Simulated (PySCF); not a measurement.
## Fractional electron number in Mo+ (molybdenum, charge +1)

The 4d alpha orbital of [Kr] 4d5 is emptied in steps (occupation f), with all orbitals relaxed, ending at [Kr] 4d4. All numbers are calculated (PySCF 2.14, a scalar-relativistic core potential, in def2-TZVP with the def2 core potential (28 electrons) (6s4p3d1f, 40 functions)). The exact energy is a straight line in f; departures are measured from the line between the end points of the same method.

```json
{"f": "1", "PBE0 (eV)": "0.000", "r2SCAN (eV)": "0.000", "LC-wPBE (eV)": "0.000"}
{"f": "0.9", "PBE0 (eV)": "-0.321", "r2SCAN (eV)": "-0.431", "LC-wPBE (eV)": "-0.066"}
{"f": "0.7", "PBE0 (eV)": "-0.755", "r2SCAN (eV)": "-1.013", "LC-wPBE (eV)": "-0.158"}
{"f": "0.5", "PBE0 (eV)": "-0.904", "r2SCAN (eV)": "-1.213", "LC-wPBE (eV)": "-0.191"}
{"f": "0.3", "PBE0 (eV)": "-0.764", "r2SCAN (eV)": "-1.024", "LC-wPBE (eV)": "-0.163"}
{"f": "0.1", "PBE0 (eV)": "-0.329", "r2SCAN (eV)": "-0.441", "LC-wPBE (eV)": "-0.071"}
{"f": "0", "PBE0 (eV)": "0.000", "r2SCAN (eV)": "0.000", "LC-wPBE (eV)": "0.000"}
```

```csv
method,E(f=0) − E(f=1) (eV),−ε at f=1 (eV),−ε at f=0.5 (eV)
PBE0,16.300,12.741,16.274
r2SCAN,16.323,11.547,16.289
LC-wPBE,16.101,15.373,16.085
```

Orbital energy along the path (eV):

| f | PBE0 | r2SCAN | LC-wPBE |
| --- | --- | --- | --- |
| 1 | -12.741 | -11.547 | -15.373 |
| 0.9 | -13.432 | -12.474 | -15.504 |
| 0.7 | -14.838 | -14.363 | -15.785 |
| 0.5 | -16.274 | -16.289 | -16.085 |
| 0.3 | -17.735 | -18.248 | -16.400 |
| 0.1 | -19.216 | -20.232 | -16.726 |
| 0 | -19.964 | -21.234 | -16.892 |

Reference removal energy between the ground levels: 16.16 ± 0.12 eV (semi-empirical (NIST evaluation); NIST Atomic Spectra Database, ionization energies). The calculation has no spin-orbit coupling. The determinant left behind need not be the lowest term of the ion.
